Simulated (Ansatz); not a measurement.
A run on CH5ClO2Si (`OC(O)[SiH2]Cl`) with other settings.

```yaml
crystal:
  periodic: [false, false, false]
  atoms:
    - {symbol: O, position_ang: [-0.186570, -1.002002, 1.327491]}
    - {symbol: C, position_ang: [0.507133, -0.346954, 0.274301]}
    - {symbol: O, position_ang: [0.882683, -1.201694, -0.712467]}
    - {symbol: Si, position_ang: [-0.487391, 0.993077, -0.548577]}
    - {symbol: Cl, position_ang: [-0.885519, 2.516786, 0.875336]}
    - {symbol: H, position_ang: [-1.036516, -1.276119, 0.939654]}
    - {symbol: H, position_ang: [1.411936, 0.082852, 0.799683]}
    - {symbol: H, position_ang: [1.378963, -1.939139, -0.361241]}
    - {symbol: H, position_ang: [-1.763543, 0.530504, -1.047044]}
    - {symbol: H, position_ang: [0.360543, 1.627298, -1.580585]}
basis:
  gaussian: {orbitals: aug-cc-pVDZ, nuclear_model: gaussian}
total_charge: 1
magnetization: {spin_polarized: true, initial_magnetization: 1}
hamiltonian: {xc: {name: wB97}}
```

```sh
$ ansatz run in.yaml --threads 4 --pin off --events-out ev --progress --plain --max-ram 10444MiB
```

It prints (some lines left out):

```
Functional definition: wB97
1552 factors; their error is unknown
738 factors; integrals over basis functions are off by at most 2.5e-5 eV
mean field evaluation 1: about -25591.1453 eV, gradient 5.3e1 eV
mean field evaluation 2: about -25581.4277 eV, gradient 7.2e1 eV
mean field evaluation 4: about -25601.9404 eV, gradient 4.0e0 eV
mean field evaluation 8: about -25602.1540 eV, gradient 7.8e-1 eV
mean field evaluation 16: about -25602.8445 eV, gradient 1.1e-1 eV
mean field -25602.84452773 eV, -940.8871821629 hartree, gradient 2.6e-5 eV, S^2 0.755212; 6 other end points of the search recorded, 0 dependent functions left out
reference -25602.84450981 eV, -940.8871815043 hartree; 29, 28 occupied and 139, 140 virtual orbitals, 1552 factors
Total energy: -25602.84450981 eV, -940.8871815043 hartree
```

Run time 19 s (4 threads of an Arm Neoverse V2 on a shared host); peak host memory 0.67 GiB.
